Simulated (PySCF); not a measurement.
hydrogen fluoride (hydrogen fluoride), singlet, at a GFN2-xTB geometry. Base run: TPSS/cc-pVTZ (PySCF).

Geometry (Å):
```xyz
2

F      0.0000     0.0000    -0.0933
H      0.0000     0.0000     0.8393
```
All else is at PySCF's defaults.

Variants of this job, named by their change:

```tsv
change	E (Eh)	HOMO (eV)	HOMO-LUMO gap (eV)	dipole (D)
base	-100.48422	-9.26	9.57	1.80
functional = pbe	-100.38381	-9.08	9.17	1.79
functional = pbe0	-100.38506	-11.41	12.45	1.85
functional = pbe; dispersion = d3zero	-100.38381	-9.08	9.17	1.79
functional = wb97x_v	-100.44472	-14.02	17.09	1.85
functional = pw91,pw91	-100.45220	-9.15	9.17	1.80
functional = bhandhlyp	-100.44289	-13.70	15.28	1.91
functional = mn15	-100.40032	-12.51	14.70	1.89
functional = m062x	-100.44818	-13.79	15.35	1.90
functional = b3lyp5	-100.44576	-10.97	11.55	1.85
functional = wb97m_v	-100.45076	-13.97	16.52	1.83
functional = b97m_v	-100.44092	-9.83	10.34	1.82
functional = wb97x	-100.45823	-14.02	17.38	1.85
```

Total energies compare only within one method and basis.
